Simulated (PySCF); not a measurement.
Phenylvinylnitrile, C₉H₇N.
Atom-mapped SMILES: `[N:1]#[C:2]/[CH:3]=[CH:4]/[c:5]1[cH:6][cH:7][cH:8][cH:9][cH:10]1`

Definitions: NICS(0) = −σiso at the ring centroid; NICS(1) = −σiso and NICS(1)zz = −σzz at ±1 Å along the ring normal z. Level: GIAO PBE0/pcSseg-1 (PySCF, non-relativistic, gas phase) on the GFN2-xTB geometry, one conformer.

Ring bond lengths (Å), with Mayer bond orders in brackets: C5–C6 1.398 (1.37), C6–C7 1.381 (1.48), C7–C8 1.386 (1.41), C8–C9 1.386 (1.43), C9–C10 1.381 (1.45), C10–C5 1.398 (1.36).

Question: What do the NICS probes read (ppm)?

Answer: 
```
              ring                                              type  NICS(0)  NICS(1), two faces  NICS(1)zz, two faces  rms pucker (Å)  centre to ring atoms, mean (Å)
C5–C6–C7–C8–C9–C10  6-membered carbocycle; formal bonds all aromatic     -7.6       -10.8 / -10.8         -26.7 / -26.7            0.00                            1.39
```

Question: What do they say, and how far can they be read as aromaticity?

Answer: 
- C5–C6–C7–C8–C9–C10: mean NICS(1)zz -26.7 ppm, shielded. The ring is flat and has no four-coordinate atom; by the NICS criterion it is aromatic.

Question: How equal are the bonds by HOMA? Use HOMA with the parameters of Krygowski (1993).

Answer: 
- C5–C6–C7–C8–C9–C10: HOMA 0.99 = 1 − EN − GEO, with mean bond length 1.388 Å, EN = α(Ropt − mean)² = 0.000 and GEO = α × variance = 0.014. The geometric and the magnetic index point the same way.

Question: At the second NICS(1) probe listed for ring C5–C6–C7–C8–C9–C10, 1 Å off the ring, what do the in-plane components average?

Answer: The isotropic value is a third of the trace: (3 × -10.8 − (-26.7))/2 = -2.9 ppm.

Question: List the ring angles and the Hirshfeld charges of the ring atoms.

Answer: 
- C5–C6–C7–C8–C9–C10: C5 118.3° (-0.002 e), C6 120.6° (-0.039 e), C7 120.4° (-0.042 e), C8 119.7° (-0.037 e), C9 120.0° (-0.043 e), C10 120.9° (-0.038 e); sum 720.0° against 720° for a flat convex ring.

Conformer computed: `[N:1]#[C:2]/[CH:3]=[CH:4]/[c:5]1[cH:6][cH:7][cH:8][cH:9][cH:10]1`: C3–C4–C5–C6 0°.
